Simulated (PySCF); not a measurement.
Magnetic shielding above rings: a mixed set.

Probes without a nucleus sit at each ring's centroid and 1 Å off its mean plane on both sides; NICS is minus the shielding there, NICSzz its component along the normal. Level: GIAO PBE0/pcSseg-1 (PySCF, non-relativistic, gas phase) on the GFN2-xTB geometries, one conformer each. Atom numbers follow the mapped SMILES.

Problem. Order these rings by mean NICS(1)zz, lowest (most negative) first (ppm).
A. ring C2–C3–N4–N5–N6 in `[CH3:1][c:2]1[cH:3][n:4][n:5][n-:6]1` (charge -1)
B. ring C3–N4–N5–C6–N7–C8 in `[N:1]#[C:2][c:3]1[n:4][n:5][cH:6][n:7][c:8]1[SiH3:9]`
C. ring C3–C4–C5–P6–C8 in `[CH2:1]=[CH:2][c:3]1[cH:4][cH:5][p:6]([CH3:7])[cH:8]1`
D. ring C4–C5–C6–C7–C8–S9 in `[O:1]=[C:2]([O-:3])[C@@H:4]1[CH2:5][CH2:6][CH:7]=[CH:8][S@:9]1=[O:10]` (charge -1)
E. ring C2–C3–C4–N5–C6–C8 in `[CH2+:1][c:2]1[cH:3][cH:4][n:5][c:6]([CH3:7])[cH:8]1` (charge +1)
F. ring C2–C3–C5–C6–C7 in `[F:1][C:2]1=[C:3]([F:4])[CH2:5][CH:6]=[CH:7]1`

Solution. A (-36.3), B (-26.3), E (-17.0), C (-11.2), F (-8.1), D (2.2).

```
                      SMILES                                                           ring  NICS(0)  NICS(1)  NICS(1)zz  HOMA  rms pucker (Å)  ring atoms with four or more neighbours
                 Cc1cnn[n-]1            5-membered ring with 3 N; formal bonds all aromatic    -12.1    -14.1      -36.3  0.99            0.00                                        0
           N#Cc1nncnc1[SiH3]            6-membered ring with 3 N; formal bonds all aromatic     -4.2    -11.0      -26.3  0.95            0.06                                        0
           [CH2+]c1ccnc(C)c1              6-membered ring with N; formal bonds all aromatic     -2.3     -8.4      -17.0  0.85            0.04                                        0
               C=Cc1ccp(C)c1  5-membered ring with P; bonds drawn aromatic by RDKit's count     -4.0     -6.0      -11.2  0.14            0.05                                        0
               FC1=C(F)CC=C1         5-membered carbocycle; formal bonds 2 double, 3 single     -7.2     -5.0       -8.1     –            0.00                                        1
O=C([O-])[C@@H]1CCC=C[S@]1=O        6-membered ring with S; formal bonds 1 double, 5 single      0.8     -0.9        2.2     –            0.24                                        3
```

NICS(0) gives another order. The isotropic NICS(1) gives the same order. Over the 4 rings with a HOMA value its correlation coefficient with NICS(1)zz is -0.79. HOMA uses Krygowski's 1993 parameters; it is left out where a ring has a four-coordinate atom, a triple bond, no multiple bond or a kind of bond without parameters. NICS(1) and NICS(1)zz are means over the two faces.
